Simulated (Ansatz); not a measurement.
Ag(PH3)Cl (AgPH3Cl) was relaxed with PBE0-D4 (def2-TZVP) in Ansatz in these states: charge +1 doublet, neutral singlet. The geometries follow in no particular order.

In the def2 sets Ag takes a core potential; there is no spin–orbit coupling.

A:

```xyz
6

Ag   -0.2129    0.0879    1.5203
P     0.1263    0.1663   -0.8387
H    -0.9152   -0.3493   -1.6280
H     1.2425   -0.5360   -1.3225
H     0.3157    1.4437   -1.3940
Cl   -0.5564   -0.8126    3.6630
```

B:

```xyz
6

Ag    1.124    0.169    0.985
P    -0.604   -0.094   -0.529
H    -1.405   -1.251   -0.463
H    -0.308   -0.128   -1.906
H    -1.633    0.867   -0.564
Cl    2.826    0.437    2.477
```

**Question.** Judge from the bond lengths which geometry belongs to which state (an estimate).

**Answer.** A is the charge +1 doublet (Ag1–P2 2.385 Å, Ag1–Cl6 2.350 Å, P2–H3 1.405 Å); B is the neutral singlet (Ag1–P2 2.313 Å, Ag1–Cl6 2.279 Å, P2–H3 1.408 Å).
